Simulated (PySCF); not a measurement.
Computed shifts of a molecule CH7FOSi2, PBE0/pcSseg-1 in PySCF, GIAO, gas phase, atoms alike by connectivity averaged where their shifts nearly agree, in ppm (number of nuclei): ¹³C: 1.8 (1). ²⁹Si: -7.7 (1), -38.3 (1). ¹⁹F: -158.6 (1). ¹H: 5.32 (3), 5.20 (1), 0.60 (3). References: ¹³C against TMS (σ = 186.3 ppm); ²⁹Si against TMS (σ = 352.7 ppm); ¹⁹F against CFCl3 (σ = 167.2 ppm); ¹⁷O against H2O (σ = 334.2 ppm); ¹H against TMS (σ = 31.56 ppm), references at their B3LYP-D3(BJ)/def2-TZVP geometries, non-relativistic. Geometry optimised at B3LYP-D3(BJ)/def2-SVP. The values are those of a single conformer.

Question: Identify the compound among the candidates.
A. F[SiH2]OC[SiH3]
B. F[SiH2]CO[SiH3]
C. C[Si@@H](F)O[SiH3]
D. C[Si@@](O)(F)[SiH3]

Answer: C, C[Si@@H](F)O[SiH3]
